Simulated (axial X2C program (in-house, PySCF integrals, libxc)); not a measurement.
Spin–orbit effects down a group: molecules with Li (ions), HF

Computed with an in-house relativistic program for diatomic molecules, spin-free (one-electron X2C) or two-component (2c: spin–orbit coupling with atomic mean-field Coulomb and Gaunt terms, which also bring small scalar terms), in Dyall basis sets with cores contracted in-house; open shells are unrestricted.

Basis sets: Cd dyall-cv3z, Hg dyall-cv3z, Li dyall-cv3z, Zn dyall-cv3z.

| molecule | spin-free state | Re (Å) | ωe (cm⁻¹) | De (eV) | 2c state | Re 2c (Å) | ωe 2c (cm⁻¹) | De 2c (eV) |
| --- | --- | --- | --- | --- | --- | --- | --- | --- |
| LiZn⁺ | M_S = 0, Λ = 0 | 2.777 | 242.8 | 0.63 | Ω = 0 | 2.778 | 242.7 | 0.63 |
| LiCd⁺ | M_S = 0, Λ = 0 | 2.886 | 238.9 | 0.70 | Ω = 0 | 2.886 | 239.0 | 0.70 |
| LiHg⁺ | M_S = 0, Λ = 0 | 2.766 | 244.4 | 0.58 | Ω = 0 | 2.763 | 245.3 | 0.58 |

Fragments in 2c: Zn + Li+, Cd + Li+, Hg + Li+. Each entry is the lowest single determinant of a limited PBE0 search at one distance. De goes to single-determinant-based atoms at the same level (for ions the charge split of lowest energy) and is withheld (n/a) where an atom does not fit its ground term or J level. Main or longest-lived isotopes.
